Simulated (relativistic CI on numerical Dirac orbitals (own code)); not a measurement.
## Energy levels of Cs51+

Calculated at this level of theory: Dirac-Coulomb-Breit CI, separate exchange-only KLI orbitals for each configuration, QED by a radiative potential, unscaled Slater integrals (own radial code, finite nucleus).

Configuration list (outside the closed core 1s2): 2s2, 2s 2p, 2p2, 2p 3s, 2p 3p, 2s 3s, 2s 3p, 2s 3d, 2s 4s, 2s 4p, 2s 4d, 2s 4f, 2s 5s, 3s2, 2s 5p, 2s 5d, 2s 5f, 2s 5g, 3s 3p, 3p2. Levels of other configurations are missing.

```csv
No.,Configuration,Term,J,E (10³ cm⁻¹),%,Next component (%),Lifetime (s),jj configuration (%)
1,2s2,1S,0,0.0,98,2 2p2 1S,,closed (98)
2,2s 2p,3P°,0,866.2,100,,,2s 2p1/2 (100)
3,2s 2p,3P°,1,1058.1,76,24 1P°,4.44e-10,2s 2p1/2 (99)
4,2p2,3P,0,2505.3,71,28 1S,2.36e-11,2p1/2^2 (98)
5,2s 2p,3P°,2,4056.5,100,,3.72e-09,2s 2p3/2 (100)
6,2s 2p,1P°,1,4587.5,76,24 3P°,1.25e-12,2s 2p3/2 (99)
7,2p2,3P,1,5455.4,100,,1.65e-12,2p1/2 2p3/2 (100)
8,2p2,1D,2,5584.2,63,37 3P,1.97e-12,2p1/2 2p3/2 (100)
9,2p2,3P,2,8720.6,63,37 1D,9.48e-13,2p3/2^2 (100)
10,2p2,1S,0,9122.8,71,29 3P,7.31e-13,2p3/2^2 (99)
11,2s 3s,3S,1,45438.1,100,,1.15e-14,2s 3s (100)
12,2s 3s,1S,0,45616.3,99,1 2p 3p 1S,1.86e-14,2s 3s (99)
13,2s 3p,3P°,0,45861.2,100,,1.55e-12,2s 3p1/2 (100)
14,2s 3p,3P°,1,45868.7,67,32 1P°,8.14e-15,2s 3p1/2 (99)
15,2p 3s,3P°,1,46507.6,56,29 1P°,1.23e-14,2p1/2 3s (85)
16,2p 3s,3P°,0,46539.3,100,,1.88e-14,2p1/2 3s (100)
17,2p 3p,3D,1,46773.2,66,19 1P,2.48e-15,2p1/2 3p1/2 (88)
18,2s 3p,3P°,2,46799.0,100,,1.58e-12,2s 3p3/2 (100)
19,2s 3p,1P°,1,46886.8,60,25 3P°,4.98e-15,2s 3p3/2 (85)
20,2s 3d,3D,1,47027.3,88,8 2p 3p 3D,3.16e-15,2s 3d3/2 (88)
21,2s 3d,3D,2,47032.0,81,19 1D,1.81e-15,2s 3d3/2 (94)
22,2p 3p,3P,0,47081.4,69,30 1S,4.93e-15,2p1/2 3p1/2 (99)
23,2s 3d,3D,3,47267.3,100,,1.97e-15,2s 3d5/2 (100)
24,2s 3d,1D,2,47372.1,79,18 3D,2.18e-15,2s 3d5/2 (92)
25,2p 3p,3P,1,47851.0,47,30 3S,6.72e-15,2p1/2 3p3/2 (100)
26,2p 3p,3D,2,47869.6,53,29 1D,6.27e-15,2p1/2 3p3/2 (97)
27,2p 3s,3P°,2,49779.3,100,,2.09e-14,2p3/2 3s (100)
28,2p 3s,1P°,1,49843.1,68,32 3P°,1.19e-14,2p3/2 3s (100)
29,2p 3p,3P,1,50153.6,53,25 3S,5.36e-15,2p3/2 3p1/2 (100)
30,2p 3p,3D,2,50170.9,45,34 1D,5.21e-15,2p3/2 3p1/2 (100)
31,2p 3p,3D,3,50999.1,100,,6.89e-15,2p3/2 3p3/2 (100)
32,2p 3p,1P,1,51003.9,53,40 3S,6.45e-15,2p3/2 3p3/2 (100)
33,2p 3p,3P,2,51181.3,63,37 1D,5.94e-15,2p3/2 3p3/2 (100)
34,2p 3p,1S,0,51343.9,69,30 3P,5.94e-15,2p3/2 3p3/2 (100)
35,2s 4s,3S,1,61067.9,100,,2.03e-14,2s 4s (100)
36,2s 4s,1S,0,61132.8,100,,2.03e-14,2s 4s (100)
37,2s 4p,3P°,0,61232.0,100,,3.49e-14,2s 4p1/2 (100)
38,2s 4p,3P°,1,61236.8,69,31 1P°,1.25e-14,2s 4p1/2 (100)
39,2s 4p,3P°,2,61623.9,100,,4.36e-14,2s 4p3/2 (100)
40,2s 4p,1P°,1,61638.5,69,31 3P°,8.01e-15,2s 4p3/2 (100)
41,2s 4d,3D,1,61705.9,100,,4.40e-15,2s 4d3/2 (100)
42,2s 4d,3D,2,61718.8,77,23 1D,4.41e-15,2s 4d3/2 (97)
43,2s 4d,3D,3,61821.0,100,,4.68e-15,2s 4d5/2 (100)
44,2s 4d,1D,2,61857.1,77,23 3D,4.67e-15,2s 4d5/2 (97)
45,2s 4f,3F°,2,61873.9,100,,9.51e-15,2s 4f5/2 (100)
46,2s 4f,3F°,3,61875.5,65,35 1F°,9.55e-15,2s 4f5/2 (99)
47,2s 4f,3F°,4,61928.3,100,,9.68e-15,2s 4f7/2 (100)
48,2s 4f,1F°,3,61936.2,65,35 3F°,9.76e-15,2s 4f7/2 (99)
49,2s 5s,3S,1,68180.3,100,,3.17e-14,2s 5s (100)
50,2s 5s,1S,0,68210.1,100,,3.23e-14,2s 5s (100)
51,2s 5p,3P°,0,68262.4,100,,4.37e-14,2s 5p1/2 (100)
52,2s 5p,3P°,1,68264.5,69,31 1P°,2.00e-14,2s 5p1/2 (100)
53,2s 5p,3P°,2,68461.8,100,,5.33e-14,2s 5p3/2 (100)
54,2s 5p,1P°,1,68468.6,69,31 3P°,1.37e-14,2s 5p3/2 (100)
55,2s 5d,3D,1,68503.3,100,,8.47e-15,2s 5d3/2 (100)
56,2s 5d,3D,2,68509.3,75,25 1D,8.46e-15,2s 5d3/2 (97)
57,2s 5d,3D,3,68562.3,100,,9.06e-15,2s 5d5/2 (100)
58,2s 5d,1D,2,68578.5,75,25 3D,8.96e-15,2s 5d5/2 (97)
59,2s 5f,3F°,2,68587.3,100,,1.82e-14,2s 5f5/2 (100)
60,2s 5f,3F°,3,68588.6,67,33 1F°,1.82e-14,2s 5f5/2 (99)
61,2s 5f,3F°,4,68615.3,100,,1.85e-14,2s 5f7/2 (100)
62,2s 5f,1F°,3,68620.1,67,33 3F°,1.87e-14,2s 5f7/2 (99)
63,2s 5g,3G,4,68620.6,56,44 1G,3.16e-14,2s 5g7/2 (100)
64,2s 5g,3G,3,68621.2,100,,3.16e-14,2s 5g7/2 (100)
65,2s 5g,3G,5,68637.7,100,,3.19e-14,2s 5g9/2 (100)
66,2s 5g,1G,4,68638.5,56,44 3G,3.19e-14,2s 5g9/2 (100)
```

Energies count from the lowest computed level; ° marks odd parity; lifetimes are radiative, by E1, M1, E2, M2 decay to levels of this space only; some are left blank where a channel outside the calculation adds to the decay or the decay crosses a small, uncertain gap. Filled j subshells are mostly left out of the jj labels.

The mean weight of the leading LS term, summed over parents, in these 66 levels is 82 %, and that of the leading jj configuration (from the same eigenvectors) 98 %, so jj coupling describes them better and the LS labels are nominal.

At this charge energies of transitions that change n are usually good to better than 1 %, and those within a shell (Δn = 0) to a few per cent.

LS names give the leading component of a level, which can be under half, so a name can repeat, a term be missing and a line seem to break the LS rules.
